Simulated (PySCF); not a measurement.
Fe (iron, neutral) across methods

[Ar] 3d5 4s2 5s1, high-spin 7S determinant (an excited configuration). Calculation: PySCF 2.14, in x2c-TZVPPall with one added diffuse shell each of s, p, d, f type (7s6p5d3f1g, 80 functions); scalar relativity by spin-free X2C-1e.

| method | E (hartree) | mean ε 4s α (eV) | mean ε 4s β (eV) | mean ε 5s α (eV) | Σ⟨r²⟩ (bohr²) | ⟨S²⟩ |
| --- | --- | --- | --- | --- | --- | --- |
| UHF | -1271.11538 | -13.267 | -11.849 | -2.518 | 99.05 | 12.006 |
| r2SCAN | -1272.255 | -10.841 | -9.721 | -1.717 | 94.77 | 12.009 |
| HSE06 | -1272.092 | -11.227 | -9.993 | -1.754 | 95.83 | 12.003 |
| LDA | -1269.726 | -10.889 | -9.736 | -1.708 | 91.88 | 12.002 |
| PBE | -1272.039 | -10.697 | -9.543 | -1.746 | 94.66 | 12.003 |
| PBE0 | -1272.074 | -11.522 | -10.362 | -2.016 | 95.79 | 12.003 |
| wB97X-V | -1272.139 | -13.559 | -12.606 | -2.647 | 96.05 | 12.003 |
| TPSSh | -1272.287 | -11.092 | -9.893 | -1.820 | 96.96 | 12.005 |
| BHandHLYP | -1272.288 | -12.113 | -11.200 | -2.062 | 95.14 | 12.003 |

The outer electron is Rydberg-like, and this basis confines it to a smaller radius and binds it less than a complete one would.
